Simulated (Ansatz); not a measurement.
Ge₂₂H₂₈, a nanocrystal cut from cubic germanium, relaxed as a singlet with RKS r2SCAN-D4/def2-SVP in Ansatz, starting from the GFN2-xTB geometry. Force threshold 0.03 eV/Å.

Single mean-field runs in def2-SVP are fitted with def2-universal-jkfit.

Start:

```xyz
50

Ge    0.658   -2.042    3.766
Ge    3.579    0.545    2.385
Ge   -3.125   -0.952    3.701
Ge   -1.816   -3.733    1.237
Ge    0.946   -1.148   -0.159
Ge   -1.513   -2.934   -2.806
Ge   -2.805   -0.121   -0.236
Ge    1.254   -0.480   -4.122
Ge   -0.307    1.580    2.310
Ge    2.570    4.094    1.004
Ge   -0.020    2.351   -1.557
Ge    3.868    1.306   -1.455
Ge   -2.529    0.608   -4.197
Ge   -1.615   -2.823    3.472
Ge    1.294   -0.307    2.162
Ge    4.119    2.257    0.759
Ge   -2.601    0.747    2.051
Ge   -1.331   -2.096   -0.515
Ge    1.598    0.504   -1.907
Ge   -1.014   -1.252   -4.476
Ge   -2.300    1.542   -1.969
Ge    0.296    3.314    0.680
H     0.884   -1.529    5.182
H     1.652   -3.192    3.698
H     4.566   -0.613    2.319
H     3.798    1.049    3.806
H    -3.077   -0.379    5.109
H    -4.574   -1.398    3.587
H    -0.925   -4.954    1.056
H    -3.198   -4.329    1.007
H     1.921   -2.335   -0.323
H    -0.627   -4.160   -2.977
H    -2.899   -3.527   -3.022
H    -4.257   -0.591   -0.439
H     2.261   -1.599   -4.347
H     1.667    0.521   -5.192
H    -0.181    2.191    3.718
H     2.728    4.766    2.360
H     2.903    5.224    0.042
H     0.291    3.447   -2.593
H     4.865    0.180   -1.688
H     4.280    2.302   -2.531
H    -3.966    0.194   -4.470
H    -2.295    1.670   -5.260
H    -1.930   -3.913    4.508
H     5.566    2.729    0.960
H    -3.573    1.926    2.218
H    -1.143   -1.858   -5.882
H    -3.273    2.722   -1.817
H    -0.669    4.500    0.843
```

Task: Estimate the energy that the relaxation releases and the steps that it takes.

Result: 0.45 eV, in 3 steps; 29 s on 11 threads of AMD EPYC 7R13 on a shared host and a whole NVIDIA H100 80GB HBM3. No frequencies were taken in this run, so the end may be a saddle point.

Task: Does the start keep its bonding and symmetry?

Result: By distances, no bond broke or formed. The bond that changes most is Ge5–Ge15, from 2.49 to 2.44 Å (atoms count from 1). Point group C3v at the start, C3v at the end, both within 0.05 Å.

Task: Predict the relaxed structure.

Result: 
```xyz
50

Ge    0.7087   -2.0083    3.7212
Ge    3.5288    0.4898    2.3858
Ge   -3.1055   -0.9140    3.6569
Ge   -1.7874   -3.7159    1.1720
Ge    0.9996   -1.2156   -0.1665
Ge   -1.4946   -2.9424   -2.7374
Ge   -2.8003   -0.1321   -0.2376
Ge    1.2961   -0.4682   -4.0601
Ge   -0.3004    1.5743    2.3114
Ge    2.5151    4.0662    0.9948
Ge   -0.0098    2.3425   -1.5597
Ge    3.8206    1.2557   -1.4852
Ge   -2.5167    0.6277   -4.1383
Ge   -1.5725   -2.7826    3.4048
Ge    1.2465   -0.2951    2.0796
Ge    4.0512    2.2003    0.7414
Ge   -2.5844    0.7903    2.0048
Ge   -1.2802   -2.0197   -0.4967
Ge    1.5407    0.4819   -1.8338
Ge   -0.9833   -1.2401   -4.3938
Ge   -2.2901    1.5644   -1.9073
Ge    0.2355    3.2895    0.6694
H     0.8805   -1.4270    5.1404
H     1.6916   -3.1873    3.5655
H     4.4994   -0.7001    2.2349
H     3.6870    1.0576    3.8121
H    -2.9776   -0.3174    5.0739
H    -4.5585   -1.3955    3.4646
H    -0.8143   -4.9011    1.0012
H    -3.2219   -4.2397    0.9496
H     1.9775   -2.4051   -0.3296
H    -0.5262   -4.1338   -2.8900
H    -2.9321   -3.4661   -2.9395
H    -4.2483   -0.6386   -0.4466
H     2.2803   -1.6457   -4.2192
H     1.6548    0.6000   -5.1146
H    -0.1467    2.1618    3.7356
H     2.6579    4.6768    2.4044
H     2.8425    5.1611   -0.0416
H     0.3305    3.4221   -2.6159
H     4.7902    0.0679   -1.6565
H     4.1705    2.3157   -2.5509
H    -3.9678    0.1505   -4.3544
H    -2.2030    1.7125   -5.1896
H    -1.8975   -3.8721    4.4530
H     5.5048    2.6866    0.9469
H    -3.5521    1.9883    2.1523
H    -1.1221   -1.8415   -5.8117
H    -3.2616    2.7551   -1.7290
H    -0.7557    4.4665    0.8289
```
Bond lengths: 30 × Ge–Ge 2.43 to 2.44 Å; 28 × Ge–H 1.54 to 1.55 Å.
